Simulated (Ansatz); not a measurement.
Coupled-cluster run, H$_{3}$O$_{2}$PSi (`OP1O[SiH2]1`).

```yaml
crystal:
  periodic: [false, false, false]
  atoms:
    - {symbol: O, position_ang: [-1.632551, 0.010632, -0.971997]}
    - {symbol: P, position_ang: [-0.024652, -0.030742, -1.047531]}
    - {symbol: O, position_ang: [0.402313, -1.155550, -0.002475]}
    - {symbol: Si, position_ang: [0.839810, 0.002644, 1.281723]}
    - {symbol: H, position_ang: [-2.011975, -0.320887, -0.147411]}
    - {symbol: H, position_ang: [0.240921, 1.103425, 0.074596]}
    - {symbol: H, position_ang: [2.247235, 0.322476, 0.767294]}
basis:
  gaussian: {orbitals: def2-TZVPP}
correlation: {method: ccsd_t}
output: {orbitals: {seedname: orbitals}}
```

```sh
$ ansatz run in.yaml --threads 2 --pin off --events-out ev --progress --plain --max-ram 4352MiB
```

The program prints (abridged):

```
Functional definition: HF
1137 factors; integrals over basis functions are off by at most 9.2e-4 eV
mean field evaluation 1: about -21254.0279 eV, gradient 4.5e1 eV
mean field evaluation 2: about -21254.4609 eV, gradient 4.6e1 eV
mean field evaluation 4: about -21258.4999 eV, gradient 4.1e0 eV
mean field evaluation 8: about -21258.6011 eV, gradient 5.4e-1 eV
mean field evaluation 16: about -21258.6032 eV, gradient 1.7e-6 eV
mean field -21258.60324806 eV, -781.2392597673 hartree, gradient 1.7e-6 eV, S^2 0.000000; 0 other end points of the search recorded, 0 dependent functions left out
12 core orbitals not correlated: weight in the atoms' cores, before any rotation towards them, 1.000 or more for the frozen orbitals, at most 0.000 for the correlated occupied ones
reference -21258.60324806 eV, -781.2392597673 hartree; 12, 12 occupied and 164, 164 virtual orbitals, 1137 factors
second order -20.11277446 eV of doubles, -0.00000000 eV of singles
cycle   1  -20.15142476 eV  change   -3.9e-2 eV  update   1.2e-1
cycle   2  -20.74181499 eV  change   -5.9e-1 eV  update   4.0e-2
cycle   3  -20.89131105 eV  change   -1.5e-1 eV  update   2.3e-2
cycle   4  -20.86982968 eV  change    2.1e-2 eV  update   6.2e-3
cycle   5  -20.86789839 eV  change    1.9e-3 eV  update   3.4e-3
cycle   6  -20.86961768 eV  change   -1.7e-3 eV  update   1.3e-3
cycle   7  -20.86880356 eV  change    8.1e-4 eV  update   6.6e-4
cycle   8  -20.86871963 eV  change    8.4e-5 eV  update   2.5e-4
cycle   9  -20.86889462 eV  change   -1.7e-4 eV  update   1.2e-4
cycle  10  -20.86884007 eV  change    5.5e-5 eV  update   5.1e-5
cycle  11  -20.86884191 eV  change   -1.8e-6 eV  update   2.2e-5
perturbative correction -0.90327480 eV, -0.0331947366 hartree
Total energy: -21280.37536477 eV, -782.0393702989 hartree
```

Hardware: 2 threads of an Arm Neoverse V1 on a shared host. Wall time 49 s, peak host memory 1.9 GiB.

MP2 recovers 92.4 % of the CCSD(T) correlation energy and the triples give 4.1 %; T1 = 0.0176.
